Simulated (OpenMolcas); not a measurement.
# 3d4 along the 22-electron sequence

| Item | Value |
| --- | --- |
| Program | OpenMolcas |
| Method | MS-CASPT2, IPEA 0.25 Eh, imaginary shift 0.1 Eh |
| Basis | ANO-RCC-VQZP |
| Scalar Hamiltonian | DKH2, point nucleus |
| Spin-orbit coupling | state interaction with AMFI integrals over the reference wave functions, term energies averaged over their components |

Active space for each ion: 4 electrons in 5 orbitals (3d); closed shells correlated by CASPT2: 3s 3p.

Computed levels in cm-1 above 5D0:

```json
{"Level": "5D1", "Mn3+": "101", "Fe4+": "147", "Co5+": "211", "Ni6+": "284", "Cu7+": "380"}
{"Level": "5D2", "Mn3+": "297", "Fe4+": "432", "Co5+": "614", "Ni6+": "821", "Cu7+": "1091"}
{"Level": "5D3", "Mn3+": "580", "Fe4+": "838", "Co5+": "1184", "Ni6+": "1570", "Cu7+": "2070"}
{"Level": "5D4", "Mn3+": "939", "Fe4+": "1351", "Co5+": "1893", "Ni6+": "2490", "Cu7+": "3260"}
{"Level": "3P0(1)", "Mn3+": "20560", "Fe4+": "24290", "Co5+": "27480", "Ni6+": "30450", "Cu7+": "33300"}
{"Level": "3P1(1)", "Mn3+": "21160", "Fe4+": "25180", "Co5+": "28730", "Ni6+": "32140", "Cu7+": "35540"}
{"Level": "3H4", "Mn3+": "21250", "Fe4+": "25140", "Co5+": "28690", "Ni6+": "32100", "Cu7+": "35440"}
{"Level": "3H5", "Mn3+": "21460", "Fe4+": "25460", "Co5+": "29160", "Ni6+": "32750", "Cu7+": "36330"}
{"Level": "3H6", "Mn3+": "21700", "Fe4+": "25820", "Co5+": "29660", "Ni6+": "33430", "Cu7+": "37230"}
{"Level": "weight of 5D in the lowest level (%)", "Mn3+": "100", "Fe4+": "100", "Co5+": "100", "Ni6+": "99", "Cu7+": "99"}
```

Measured, with the error of the calculation in %. Measured levels: Mn3+ from Corliss and Sugar, J. Phys. Chem. Ref. Data 6, 1253 (1977); Fe4+ from Corliss and Sugar, J. Phys. Chem. Ref. Data 11, 135 (1982); Co5+ from Sugar and Corliss, J. Phys. Chem. Ref. Data 10, 1097 (1981); Ni6+ from Corliss and Sugar, J. Phys. Chem. Ref. Data 10, 197 (1981).

```json
{"Level": "5D1", "Mn3+": "99.0 (+1.8)", "Fe4+": "142 (+3.6)", "Co5+": "204 (+3.3)", "Ni6+": "279 (+1.7)"}
{"Level": "5D2", "Mn3+": "287 (+3.5)", "Fe4+": "417 (+3.5)", "Co5+": "589 (+4.3)", "Ni6+": "804 (+2.1)"}
{"Level": "5D3", "Mn3+": "552 (+5.0)", "Fe4+": "803 (+4.4)", "Co5+": "1125 (+5.3)", "Ni6+": "1520 (+3.3)"}
{"Level": "5D4", "Mn3+": "886 (+6.0)", "Fe4+": "1283 (+5.3)", "Co5+": "1782 (+6.3)", "Ni6+": "2392 (+4.2)"}
{"Level": "3P0(1)", "Mn3+": "20654 (-0.5)", "Fe4+": "24055 (+1.0)", "Co5+": "27166 (+1.1)", "Ni6+": "30077 (+1.3)"}
{"Level": "3P1(1)", "Mn3+": "21279 (-0.5)", "Fe4+": "24973 (+0.8)", "Co5+": "28462 (+1.0)", "Ni6+": "31836 (+1.0)"}
{"Level": "3H4", "Mn3+": "21281 (-0.2)", "Fe4+": "24932 (+0.8)", "Co5+": "28377 (+1.1)", "Ni6+": "31672 (+1.4)"}
{"Level": "3H5", "Mn3+": "21475 (-0.1)", "Fe4+": "25226 (+0.9)", "Co5+": "28806 (+1.2)", "Ni6+": "32286 (+1.4)"}
{"Level": "3H6", "Mn3+": "21679 (+0.1)", "Fe4+": "25528 (+1.1)", "Co5+": "29234 (+1.5)", "Ni6+": "32877 (+1.7)"}
```

The fine-structure level 5D4 changes by a factor of 3.47 from Mn3+ to Cu7+. Its fourth root runs 5.54, 6.06, 6.60, 7.06, 7.56, with steps per unit of Z of 0.53, 0.53, 0.47, 0.49; equal steps would mean a (Z - σ)^4 law with constant σ.

3P0(1) changes by a factor of 1.62 over the same range, with steps per unit of Z of +3730, +3190, +2970, +2850 cm-1.

CASPT2 breaks the degeneracy within a term, and the mean is taken; among the terms shown or strongly mixed into the levels shown the widest spread is 390 cm-1 (3d4 3H, Mn3+). The CASPT2 spread within a term exceeds the gap to the next term for 3d4 3H and 3d4 3P(1), so the order of their levels is uncertain (holds for Mn3+). Measured partners are found by configuration, term and J. A level has none where our copy of the source lacks it or the pairing is in doubt (some pairs that miss far off the trend of their configuration count as doubtful), and it then counts in no deviation. Only configurations of the active space appear.

A number in round brackets counts repeated terms of one configuration in the order of the reference energies.
